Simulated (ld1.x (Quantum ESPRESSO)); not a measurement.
# Reading a pseudo-wave (carbon)

Columns: radius, all-electron u(r) and pseudo u(r) of the 2s shell (level -13.77 eV) of carbon in the configuration [He] 2s1.75 2p2.25; PBEsol, scalar-relativistic, TM scheme, ld1.x (Quantum ESPRESSO) 7.5.

| r (bohr) | all-electron | pseudo |
| --- | --- | --- |
| 0.070 | 0.2825 | -0.0559 |
| 0.140 | 0.3502 | -0.1095 |
| 0.210 | 0.3006 | -0.1592 |
| 0.280 | 0.1911 | -0.2040 |
| 0.350 | 0.0556 | -0.2454 |
| 0.420 | -0.0857 | -0.2874 |
| 0.490 | -0.2214 | -0.3357 |
| 0.560 | -0.3453 | -0.3957 |
| 0.630 | -0.4545 | -0.4690 |
| 0.700 | -0.5480 | -0.5497 |
| 0.770 | -0.6258 | -0.6258 |
| 0.840 | -0.6884 | -0.6884 |
| 0.910 | -0.7369 | -0.7369 |
| 0.980 | -0.7727 | -0.7727 |
| 1.050 | -0.7973 | -0.7973 |
| 1.120 | -0.8121 | -0.8121 |
| 1.190 | -0.8184 | -0.8184 |
| 1.260 | -0.8176 | -0.8176 |
| 1.330 | -0.8107 | -0.8107 |
| 1.400 | -0.7989 | -0.7989 |
| 1.470 | -0.7830 | -0.7830 |
| 1.540 | -0.7639 | -0.7639 |
| 1.610 | -0.7423 | -0.7423 |
| 1.680 | -0.7187 | -0.7187 |
| 1.750 | -0.6938 | -0.6938 |
| 1.820 | -0.6678 | -0.6678 |

Question: How many radial nodes do the two functions have?

Answer: The all-electron 2s function has n − l − 1 = 1; the pseudo-wave has 0, since the states of the same l below it are removed with the core.

Question: At about which radius was the pseudo-wave matched?

Answer: 0.80 bohr, where the columns begin to agree (steps of 0.07 bohr).

Question: Where does each function peak?

Answer: Outermost all-electron maximum near 1.19 bohr, pseudo maximum near 1.19 bohr (to the table’s step).

Question: Is the pseudo-wave norm-conserving?

Answer: Yes: the TM scheme keeps the norm inside the radius equal to the all-electron one, which fixes the energy derivative of the logarithmic derivative at the level.
